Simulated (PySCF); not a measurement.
Polarisability and C₆ of Co³⁺ (cobalt, charge +3)

[Ar] 3d6, high-spin 5D determinant. All numbers are calculated (PySCF 2.14, the non-relativistic Hamiltonian (point nucleus), in def2-TZVPPD (6s6p4d2f1g, 67 functions)). Coupled (time-dependent) response in atomic units; α is the mean over directions.

```csv
method,mean α (bohr³),"α xx, yy, zz",C₆ (like pair),S(−4)
UHF,1.396,"1.451, 1.451, 1.287",3.197,0.6498
PBE,1.583,"1.653, 1.653, 1.442",3.586,1.098
PBE0,1.518,"1.583, 1.583, 1.389",3.457,0.9184
revPBE,1.584,"1.654, 1.654, 1.442",3.592,1.097
```

S(−4) is the Cauchy moment in α(ω) = α(0) + S(−4) ω² + …

α(iu) at UHF:

| u (hartree) | α(iu) (bohr³) |
| --- | --- |
| 0 | 1.396 |
| 0.0500 | 1.395 |
| 0.100 | 1.390 |
| 0.200 | 1.371 |
| 0.300 | 1.343 |
| 0.500 | 1.266 |
| 0.750 | 1.158 |
| 1.00 | 1.055 |
| 1.50 | 0.8824 |
| 2.00 | 0.7448 |
| 3.00 | 0.5390 |
| 5.00 | 0.3018 |

For an ion, C₆ is the dispersion term alone; charge-induced terms of lower order in 1/R come first.

The components differ because the open shell of this determinant is not spherical; for a pure term their mean is the scalar polarisability.
